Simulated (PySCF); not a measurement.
Compound: C6H4FNO (charge +1 and doublet state).
Cartesian coordinates in Å at the GFN2-xTB level; atoms count from 1:
```xyz
13
C6H4FNO angstrom
C     -1.9790    0.8354   -0.2297
C     -0.9998   -0.2741   -0.1260
O     -1.1553   -1.3796    0.2529
C      0.4265    0.1835   -0.6398
F      0.4523    1.5032   -0.8833
C      1.2624   -0.7595   -1.4000
C      1.6150   -0.5692   -0.1303
C      2.4297   -0.7718    0.9642
N      3.1217   -0.9224    1.8659
H     -2.9552    0.4515    0.0728
H     -2.0178    1.2298   -1.2473
H     -1.6751    1.6631    0.4170
H      1.4702   -1.1894   -2.3551
```

The hyperfine couplings belong to this conformer and change with its torsions.

As a line formula: `CC(=O)[C@]1(F)[CH+][C]1C#N` [radical] (charge +1).

Level of theory: UKS B3LYP, pcH-1 on C F H N O, non-relativistic, mean-field spin-orbit, GIAO in PySCF. One conformer (not necessarily the lowest) at the GFN2-xTB geometry, without solvent, vibrations or thermal averaging. The geometry wasn't refined by DFT: couplings that depend on bond lengths, twists or pyramidal angles can differ widely from those at the functional's own minimum, by a factor of two or more for some ions and for spin on atoms past the first row. Stability of the SCF solution: not tested.

Question: The isotropic 13C couplings are +77.0, -58.6, +43.3, -11.6, +3.7, -0.6 MHz. Assign them to C1; C2; C4; C6; C7; C8.

Answer: 
```json
{"site": "C1", "a_iso (MHz)": "+43.3", "ρ(0) (bohr⁻³)": "+0.0385", "position": "2 bonds from O3", "distance from O3 (Å)": "2.41", "spin population": "+0.12", "largest |T| (MHz)": "28.7"}
{"site": "C2", "a_iso (MHz)": "-58.6", "ρ(0) (bohr⁻³)": "-0.0521", "position": "1 bond from O3", "distance from O3 (Å)": "1.18", "spin population": "-0.01", "largest |T| (MHz)": "22.0"}
{"site": "C4", "a_iso (MHz)": "+77.0", "ρ(0) (bohr⁻³)": "+0.0685", "position": "2 bonds from O3", "distance from O3 (Å)": "2.40", "spin population": "+0.10", "largest |T| (MHz)": "33.2"}
{"site": "C6", "a_iso (MHz)": "-0.6", "ρ(0) (bohr⁻³)": "-0.0005", "position": "3 bonds from O3", "distance from O3 (Å)": "2.99", "spin population": "+0.09", "largest |T| (MHz)": "18.7"}
{"site": "C7", "a_iso (MHz)": "+3.7", "ρ(0) (bohr⁻³)": "+0.0033", "position": "3 bonds from O3", "distance from O3 (Å)": "2.91", "spin population": "+0.11", "largest |T| (MHz)": "22.7"}
{"site": "C8", "a_iso (MHz)": "-11.6", "ρ(0) (bohr⁻³)": "-0.0103", "position": "4 bonds from O3", "distance from O3 (Å)": "3.71", "spin population": "-0.03", "largest |T| (MHz)": "4.3"}
```

Question: Match the computed a_iso(1H) values -4.3, +0.4 MHz (means over equivalent nuclei) with the sites H10/H11/H12; H13.

Answer: 
```tsv
site	a_iso (MHz)	ρ(0) (bohr⁻³)	position	distance from O3 (Å)	bound to	spin population there	largest |T| (MHz)
H10/H11/H12	+0.4	+0.0001	3 bonds from O3, on C1 of spin population +0.12	2.93	C1	+0.12	7.8
H13	-4.3	-0.0010	4 bonds from O3	3.71	C6	+0.09	6.9
```

ρ(0) is the spin density at the nucleus and T the dipolar tensor; entries for several nuclei are means. The Mulliken spin populations are largest on O3 (+0.45), C1 (+0.12), N9 (+0.12) and C7 (+0.11). O3 is the only atom above +0.15.

Examples of negative spin density at the nucleus (bohr⁻³): C2 (-0.0521) and C8 (-0.0103).

Nuclei that the bonding pattern makes equivalent are averaged, as if the motion that swaps them (rotation, inversion, ring flip) were fast. The three 1H nuclei of mean +0.4 MHz run from -8.9 to 15.0 MHz in the frozen geometry.

The SMILES `CC(=O)[C@]1(F)[CH+][C]1C#N` draws the unpaired electron on C7, whose computed spin population is only +0.11.
